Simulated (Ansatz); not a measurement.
Geometry optimisation, UKS BHLYP-D4/def2-mTZVP in Ansatz.

The input (input.yaml):

```yaml
crystal:
  periodic: [false, false, false]
  atoms:
    - { symbol: Zn, position_ang: [-0.037716, 0.135848, -0.339207] }
    - { symbol: Cl, position_ang: [-0.022846, 0.082286, 3.094275] }
    - { symbol: O, position_ang: [0.027878, -0.100415, -2.139984] }
    - { symbol: H, position_ang: [0.272038, -0.979849, -2.424996] }
    - { symbol: F, position_ang: [0.015345, -0.05527, 4.672812] }
magnetization:
  spin_polarized: true
  initial_magnetization: 1
basis:
  gaussian: { orbitals: def2-mTZVP }
hamiltonian:
  xc: { name: BHLYP }
  dispersion: d4
relax:
  f_tol: 0.03
  max_steps: 50
output:
  orbitals: {}
```

Command:

```bash
$ ansatz run input.yaml --threads 4 --pin off --max-ram 5120MiB --backend cpu --events-out ev --progress --plain --runs-dir out
```

**Question.** Where does it end, and by what steps?

**Answer.** It converged. After 28 steps the energy has fallen by 3.202 eV; F5 moved furthest, 2.31 Å. Parted: Cl2–F5 (1.58 → 2.52 Å). Joined: Zn1–Cl2 (3.43 → 2.65 Å), Zn1–F5 (5.02 → 1.78 Å).

```json
{"step": "0", "energy less start (eV)": "0.0000", "largest force component (eV/Å)": "2.710", "accepted": "yes"}
{"step": "1", "energy less start (eV)": "-0.1323", "largest force component (eV/Å)": "2.257", "accepted": "yes"}
{"step": "2", "energy less start (eV)": "-0.3156", "largest force component (eV/Å)": "2.769", "accepted": "yes"}
{"step": "3", "energy less start (eV)": "-0.8917", "largest force component (eV/Å)": "4.223", "accepted": "yes"}
{"step": "4", "energy less start (eV)": "-1.8534", "largest force component (eV/Å)": "3.043", "accepted": "yes"}
{"step": "5", "energy less start (eV)": "-2.2532", "largest force component (eV/Å)": "1.450", "accepted": "yes"}
{"step": "6", "energy less start (eV)": "-2.3747", "largest force component (eV/Å)": "0.663", "accepted": "yes"}
{"step": "7", "energy less start (eV)": "-2.4230", "largest force component (eV/Å)": "0.244", "accepted": "yes"}
{"step": "8", "energy less start (eV)": "-2.4459", "largest force component (eV/Å)": "0.167", "accepted": "yes"}
{"step": "9", "energy less start (eV)": "-2.4539", "largest force component (eV/Å)": "0.056", "accepted": "yes"}
{"step": "10", "energy less start (eV)": "-2.4663", "largest force component (eV/Å)": "0.098", "accepted": "yes"}
{"step": "11", "energy less start (eV)": "-2.4794", "largest force component (eV/Å)": "0.107", "accepted": "yes"}
{"step": "12", "energy less start (eV)": "-2.4968", "largest force component (eV/Å)": "0.105", "accepted": "yes"}
{"step": "13", "energy less start (eV)": "-2.5166", "largest force component (eV/Å)": "0.106", "accepted": "yes"}
{"step": "14", "energy less start (eV)": "-2.5378", "largest force component (eV/Å)": "0.112", "accepted": "yes"}
{"step": "15", "energy less start (eV)": "-2.5631", "largest force component (eV/Å)": "0.126", "accepted": "yes"}
{"step": "16", "energy less start (eV)": "-2.5962", "largest force component (eV/Å)": "0.158", "accepted": "yes"}
{"step": "17", "energy less start (eV)": "-2.6442", "largest force component (eV/Å)": "0.231", "accepted": "yes"}
{"step": "18", "energy less start (eV)": "-2.7364", "largest force component (eV/Å)": "0.392", "accepted": "yes"}
{"step": "19", "energy less start (eV)": "-2.9144", "largest force component (eV/Å)": "0.646", "accepted": "yes"}
{"step": "20", "energy less start (eV)": "-2.9576", "largest force component (eV/Å)": "0.536", "accepted": "yes"}
{"step": "21", "energy less start (eV)": "-2.9637", "largest force component (eV/Å)": "1.861", "accepted": "yes"}
{"step": "22", "energy less start (eV)": "-3.0812", "largest force component (eV/Å)": "0.399", "accepted": "yes"}
{"step": "23", "energy less start (eV)": "-3.1476", "largest force component (eV/Å)": "0.277", "accepted": "yes"}
{"step": "24", "energy less start (eV)": "-3.1750", "largest force component (eV/Å)": "0.698", "accepted": "yes"}
{"step": "25", "energy less start (eV)": "-3.1865", "largest force component (eV/Å)": "0.553", "accepted": "yes"}
{"step": "26", "energy less start (eV)": "-3.2010", "largest force component (eV/Å)": "0.152", "accepted": "yes"}
{"step": "27", "energy less start (eV)": "-3.2018", "largest force component (eV/Å)": "0.097", "accepted": "yes"}
{"step": "28", "energy less start (eV)": "-3.2019", "largest force component (eV/Å)": "0.014", "accepted": "yes"}
```

```xyz
5
Properties=species:S:1:pos:R:3
Zn 0.122 -0.439 0.727
Cl -0.465 1.675 2.217
O 0.086 -0.310 -1.039
H 0.306 -1.103 -1.522
F 0.206 -0.741 2.479
```

Whether the end is a true minimum wasn't checked by a vibrational analysis.

Time of the run: 34 s on 4 threads of AMD EPYC 9R45 96-Core Processor (Zen 5), on a shared host, peak memory 0.36 GiB.
